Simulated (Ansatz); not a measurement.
System: CH₃Se (charge 0, doublet). It need not be the lowest isomer of its formula. 
Coordinates optimised at B3LYP-D3(BJ)/def2-TZVP (Ansatz, a first-principles code):
```
C
H 1 1.0870
H 1 1.0870 2 111.39
H 1 1.0918 2 108.97 3 -120.24
Se 1 1.9534 2 110.54 4 -116.45
```
Charge 0, spin multiplicity 2.

Basis-set convergence of Hartree-Fock and CCSD(T) correlation energies (hartree) with Ansatz. Cores are frozen in the correlated levels unless marked. Open shells are spin-unrestricted. Spin-orbit coupling is left out. The frozen core is the preceding noble-gas configuration, with the filled d and f shells of earlier blocks. No relativistic terms.

```
basis        functions        E(HF)  E(corr, CCSD(T))
-----------  ---------  -----------  ----------------
def2-SVPD           85  -2439.11931          -0.29513
def2-TZVPPD        145          [?]               [?]
```

Fill in the missing entries.


- def2-TZVPPD, E(HF): -2439.45959
- def2-TZVPPD, E(corr, CCSD(T)): -0.35321
